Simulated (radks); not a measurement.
All-electron atom: Pb I in [Xe] 4f14 5d10 6s1.5 6p2 5f0.5 (fractional occupations, a model configuration). Calculated with a radial shooting solver on a logarithmic mesh with Libxc functionals: scalar-relativistic Kohn-Sham, LDA (Slater exchange, Perdew-Wang correlation), spin-unpolarised, spherical densities, finite nucleus; Fermi nuclear charge, rms radius 5.5012 fm.

Local quantities along the radius. ELF = 1/(1 + alpha^2) is the electron localisation function; alpha = (tau - tau_W)/tau_unif compares the Pauli kinetic energy density with that of the uniform gas. tau is taken from the large components.

r (bohr)	ELF	alpha
0.002269	0.999	0.03256
0.003279	0.998	0.04377
0.004776	0.996	0.06715
0.006956	0.985	0.1219
0.01005	0.934	0.2668
0.01464	0.676	0.6919
0.02132	0.347	1.372
0.03105	0.479	1.044
0.04486	0.734	0.6027
0.06534	0.577	0.8562
0.09516	0.367	1.314
0.1386	0.696	0.6604
0.2002	0.452	1.100
0.2916	0.464	1.074
0.4248	0.701	0.6532
0.6186	0.331	1.422
0.8939	0.598	0.8204
1.302	0.568	0.8728
1.896	0.332	1.420
2.74	0.364	1.322
3.99	0.299	1.532
5.811	0.060	3.968
8.464	0.000	103.0
12.23	0.000	140.0
17.81	0.001	30.30
25.94	0.006	13.38
37.78	0.002	25.72

On this mesh the ELF has minima near r = 0.021, 0.095, 0.24, 0.62 bohr, which separate the shells, and maxima near 0.045 (0.73), 0.14 (0.70), 0.42 (0.70), 1.1 (0.66), 3.3 (0.37).
